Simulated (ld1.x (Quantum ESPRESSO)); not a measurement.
**How hard is this arsenic TM potential?**

ld1.x (Quantum ESPRESSO) 7.5 input, shortened:

```
&input
   title='As', zed=33., rel=1, dft='PZ', iswitch=3,
   config='[Ar] 3d10 4s2 4p3 4d-2'
 /
 &inputp
   pseudotype=2, tm=.true., lloc=0,
   nlcc=.false.
 /
3
4P  2  1   3.00   0.00  1.65  1.65  0.0
4D  3  2  -2.00   0.35  1.60  1.60  0.0
4S  1  0   2.00   0.00  1.75  1.75  0.0
 &test
   configts(1)='4s2 4p3'
 /
```

The pseudo-atom Hamiltonian at the reference potential is diagonalised in spherical Bessel functions j_l(qr) that vanish at 20 bohr, with q² up to the cutoff. All-electron valence levels (Ry): 4p -0.3930, 4s -1.0806.

How do the lowest levels (Ry) of each channel move with the cutoff, and are there ghosts?

```tsv
cutoff (Ry)	p #1	p #2	d #1	s #1	f #1	f #2	Σ f·Δε (mRy)
8	-0.3792	0.0296	0.0619	-0.9968	0.1139	0.2417	209.3
12	-0.3844	0.0293	0.0619	-1.0574	0.1139	0.2417	72.6
18	-0.3914	0.0288	0.0619	-1.0732	0.1139	0.2417	19.8
25	-0.3927	0.0287	0.0618	-1.0737	0.1139	0.2417	15.0
30	-0.3927	0.0287	0.0616	-1.0757	0.1139	0.2417	10.9
40	-0.3929	0.0287	0.0603	-1.0798	0.1139	0.2417	2.3
50	-0.3930	0.0287	-1.0499	-1.0804	0.1139	0.2417	0.7
60	-0.3930	0.0287	-3.0333	-1.0804	0.1139	0.2417	0.6
400	-0.3930	0.0287	-5.3077	-1.0806	0.1139	0.2417	0.0
```

Result: ghost state, extra bound levels that the all-electron valence spectrum of the same l lacks: d at -72.2 eV (a true bound ghost makes a file unfit for plane-wave use); 10 mRy is reached at 35 Ry and 1 mRy at 50 Ry.

Its largest configuration-test error is +466 meV.
